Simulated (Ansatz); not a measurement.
```yaml
crystal:
  periodic: [false, false, false]
  atoms:
    - {symbol: C, position_ang: [0.270508, 1.559865, 2.333356]}
    - {symbol: C, position_ang: [0.230706, 1.215545, 1.172725]}
    - {symbol: Al, position_ang: [0.141854, 0.554874, -0.610931]}
    - {symbol: Al, position_ang: [-0.343150, -1.903045, -1.261264]}
    - {symbol: Cl, position_ang: [0.475403, 1.995515, -2.111630]}
    - {symbol: H, position_ang: [0.307681, 1.872063, 3.352907]}
    - {symbol: H, position_ang: [-0.407987, -2.342771, -2.786982]}
    - {symbol: H, position_ang: [-0.582816, -3.009146, -0.144080]}
basis:
  gaussian: {orbitals: def2-mTZVPP}
total_charge: 1
magnetization: {spin_polarized: true, initial_magnetization: 1}
hamiltonian: {xc: {name: wB97M-V}, dispersion: d4}
scf: {lower_state_search: off}
output: {forces: true}
```

```sh
$ ansatz run in.yaml --threads 2 --pin off --events-out ev --progress --plain --max-ram 4352MiB
```

(1) How does Ansatz answer? (Estimate.)

## Answers

(1) The calculation gave: The program refused the input.
```
Error: invalid value for `hamiltonian.dispersion`: no damping is tabulated for this functional; type it, or the functional that lends it
```
